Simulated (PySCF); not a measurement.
A species of formula C5H4F2 has this rotational fingerprint, computed with PySCF, PBE0-D3(BJ)/def2-SVP geometry optimisation, gas phase:

```
Rotational constants : A = 3737, B = 3144, C = 1726 MHz
Dipole components    : |μa| = 2.50 D, |μb| = 0.00 D, |μc| = 0.00 D
Inertial defect      : -3.14 u·Å²
κ                    : 0.41
```

Question: Which candidate fits, each taken in the one conformer that was computed?
A. `FC1=CCC=C1F`
B. `[CH:1]#[C:2]/[C:3]([F:4])=[CH:5]\[CH2:6][F:7]` with C3–C5–C6–F7 -125°
C. `[CH2:1]=[C:2]1[CH:3]=[C:4]1[CH:5]([F:6])[F:7]` with C3–C4–C5–F6 -8°

Answer: A. It is FC1=CCC=C1F, an asymmetric top, point group C2v. The candidates at the same level (rigid rotor, commonest isotopes):

```
       SMILES  A (MHz)  B (MHz)  C (MHz)  μa (D)  μb (D)  μc (D)  Δ (u·Å²)  point group           rotor
C#C/C(F)=C\CF     3972     1658     1225    0.64    1.40    1.26    -19.64           C1  asymmetric top
C=C1C=C1C(F)F     5736     1699     1368    0.12    1.42    0.90    -16.12           C1  asymmetric top
  FC1=CCC=C1F     3737     3144     1726    2.50    0.00    0.00     -3.14          C2v  asymmetric top
```

`C=C1C=C1C(F)F` has A 53 % too high; `C#C/C(F)=C\CF` has B 47 % too low. In the right answer the symmetry axis of this C2v structure is a, so μb and μc vanish by symmetry. No structure here is proved a minimum.
